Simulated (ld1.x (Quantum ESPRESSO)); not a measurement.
# Cutoff test, phosphorus (P), PAW

ld1.x (Quantum ESPRESSO) 7.5 input, shortened:

```
&input
   title='P', zed=15., rel=1, dft='PZ', iswitch=3,
   config='[Ne] 3s2 3p3 3d-2'
 /
 &inputp
   pseudotype=3, lpaw=.true., tm=.true., lloc=-1, rcloc=0.70,
   nlcc=.true.,
   which_augfun='PSQ', rmatch_augfun=0.55
 /
5
2S  1  0   2.00   0.00  0.70  0.85  0.0
3S  2  0   2.00   0.00  0.70  0.85  0.0
2P  2  1   6.00   0.00  0.70  0.80  0.0
3P  3  1   3.00   0.00  0.70  0.80  0.0
3D  3  2  -2.00  -0.10  0.55  0.70  0.0
 &test
   configts(1)='2s2 2p6 3s2 3p3'
 /
```

The pseudo-atom Hamiltonian at the reference potential is diagonalised in spherical Bessel functions j_l(qr) that vanish at 20 bohr, with q² up to the cutoff. All-electron valence levels (Ry): 2s -12.7258, 3s -1.0305, 2p -9.1517, 3p -0.4118.

**Question.** How do the lowest levels (Ry) of each channel move with the cutoff, and are there ghosts?

**Answer.**

```
cutoff (Ry)      s #1     s #2     p #1     p #2    p #3    d #1    f #1  Σ f·Δε (mRy)
          8   -8.5682  -0.4452  -1.8015  -0.0086  0.0756  0.0657  0.1151       54797.0
         25  -12.0862  -0.8329  -6.3477  -0.1695  0.0433  0.0653  0.1151       19226.0
         50  -12.6878  -0.9614  -8.5994  -0.2865  0.0358  0.0652  0.1151        3904.2
        100  -12.7251  -1.0223  -9.1332  -0.3537  0.0325  0.0651  0.1151         303.5
        180  -12.7258  -1.0304  -9.1505  -0.4076  0.0301  0.0651  0.1151          20.1
        400  -12.7259  -1.0306  -9.1517  -0.4118  0.0299  0.0651  0.1151           0.0
```

Result: no extra level below or beside the all-electron valence levels (s, p, d, f tested); 10 mRy is reached at 200 Ry and 1 mRy at over 300 Ry.
